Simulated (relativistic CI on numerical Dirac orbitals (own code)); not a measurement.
## Ligand-field terms of d5

Computed with a parametric ligand-field model of a d^n configuration (Racah B and C, spin-orbit zeta, crystal field), exact diagonalisation.

Field parameters in Wybourne normalisation: Oh B⁴₀ = 21Dq, B⁴₄ = √(5/14) B⁴₀. The field is a parameter set, without covalency.

(1) Ground term and bands for B = 1000, C = 3870, ζ = 0 cm⁻¹, Oh, 10Dq = 27500 cm⁻¹?

(2) Ground term and bands for B = 1040, C = 4780, ζ = 0 cm⁻¹, Oh, 10Dq = 10600 cm⁻¹?

(3) Ground term and bands for B = 740, C = 2840, ζ = 0 cm⁻¹, Oh, 10Dq = 12950 cm⁻¹?

(4) Ground term and bands for B = 840, C = 3190, ζ = 0 cm⁻¹, Oh, 10Dq = 9150 cm⁻¹?

(5) Ground term and bands for B = 540, C = 2440, ζ = 0 cm⁻¹, Oh, 10Dq = 19100 cm⁻¹?

## Answers

(1) Ground term 2T2 with 0.06 electrons in the two orbitals of the cubic e set. Spin-allowed: 2A2 22948 cm⁻¹ (436 nm), 2T1 23314 cm⁻¹ (429 nm), 2T2 25642 cm⁻¹ (390 nm), 2E 27838 cm⁻¹ (359 nm). Lowest spin-forbidden: 6A1 4232 cm⁻¹ (2363 nm), 4T1 9300 cm⁻¹ (1075 nm), 4T2 16466 cm⁻¹ (607 nm).

(2) Ground term 6A1 with 2.00 electrons in the two orbitals of the cubic e set. Spin-allowed: none. Lowest spin-forbidden: 4T1 26995 cm⁻¹ (370 nm), 4T2 31656 cm⁻¹ (316 nm), 4A1+E 34300 cm⁻¹ (292 nm). A high-spin d5 ion has no spin-allowed d-d band, hence its pale colour.

(3) Ground term 6A1 with 2.00 electrons in the two orbitals of the cubic e set. Spin-allowed: none. Lowest spin-forbidden: 4T1 10840 cm⁻¹ (922 nm), 2T2 10851 cm⁻¹ (922 nm), 4T2 15603 cm⁻¹ (641 nm). A high-spin d5 ion has no spin-allowed d-d band, hence its pale colour.

(4) Ground term 6A1 with 2.00 electrons in the two orbitals of the cubic e set. Spin-allowed: none. Lowest spin-forbidden: 4T1 17424 cm⁻¹ (574 nm), 4T2 21694 cm⁻¹ (461 nm), 2T2 22375 cm⁻¹ (447 nm). A high-spin d5 ion has no spin-allowed d-d band, hence its pale colour.

(5) Ground term 2T2 with 0.05 electrons in the two orbitals of the cubic e set. Spin-allowed: 2A2 16252 cm⁻¹ (615 nm), 2T1 16435 cm⁻¹ (608 nm), 2T2 17814 cm⁻¹ (561 nm), 2E 19115 cm⁻¹ (523 nm). Lowest spin-forbidden: 6A1 7207 cm⁻¹ (1387 nm), 4T1 7820 cm⁻¹ (1279 nm), 4T2 11773 cm⁻¹ (849 nm).
